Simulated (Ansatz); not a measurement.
System: MgF2, charge 0, multiplicity 1. 
Geometry from a B3LYP-D3(BJ)/def2-TZVP (Ansatz, a first-principles code) optimisation:
```
Mg
F 1 1.7511
F 1 1.7511 2 180.00
```

Computed values are from Ansatz. Cores are frozen in the correlated levels unless marked. Open shells are spin-unrestricted. Spin-orbit coupling is left out. Non-relativistic. CBS(X,Y): correlation extrapolated as X^-3; Hartree-Fock from the larger set.

```json
{
  "atomisation energy De": "249.0 kcal/mol at CCSD(T)/CBS(def2-TZVPPD,def2-QZVPPD)",
  "total_energy": "-399.3790 Eh at CCSD(T)/CBS(def2-TZVPPD,def2-QZVPPD)",
  "dipole_moment": "0.00 D at CCSD(T)/def2-SVPD",
  "T1 diagnostic": "0.014 at CCSD/def2-QZVPPD"
}
```
